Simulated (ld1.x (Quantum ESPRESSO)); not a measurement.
Transferability test, TM potential for N

N, norm-conserving Troullier–Martins (Kleinman–Bylander form), made with ld1.x (Quantum ESPRESSO) 7.5 (Wu–Cohen, scalar-relativistic). Core [He], reference 2s2 2p3. Waves: 2s (bound): rc 0.90 bohr; 2p (bound): rc 2.00 bohr. Local part: all-electron potential smoothed inside 1.75 bohr (lloc = -1). Core correction: Bessel-smoothed model core inside 0.80 bohr.

Energies are relative to the spin-unpolarised reference configuration 2s2 2p3; without spin polarisation the order of configurations can differ from experiment.

```tsv
valence configuration	charge	ΔE all-electron (eV)	error AE − PS (meV)
2s2 2p2	+1	13.561	+24
2s2 2p1	+2	42.379	+280
2s0 2p5	0	22.885	-18
2s1 2p0	+4	167.012	+2199
2s1 2p3	+1	25.266	-87
```

(1) What are ΔE and the potential's error for 2s2 2p0?

(2) What are ΔE and the potential's error for 2s2 2p2.5?

Levels in the configuration 2s2 2p0:

```json
{"level": "2s", "all-electron (eV)": "-67.971", "pseudo (eV)": "-67.256"}
```

Note: ghost state, extra bound levels that the all-electron valence spectrum of the same l lacks: s at -371.0 eV. A true bound ghost makes a file unfit for plane-wave use.

## Answers

(1) ΔE = 89.372 eV all-electron; the error (AE − PS) is +1255 meV.

(2) ΔE = 5.078 eV all-electron; the error (AE − PS) is +2.5 meV.
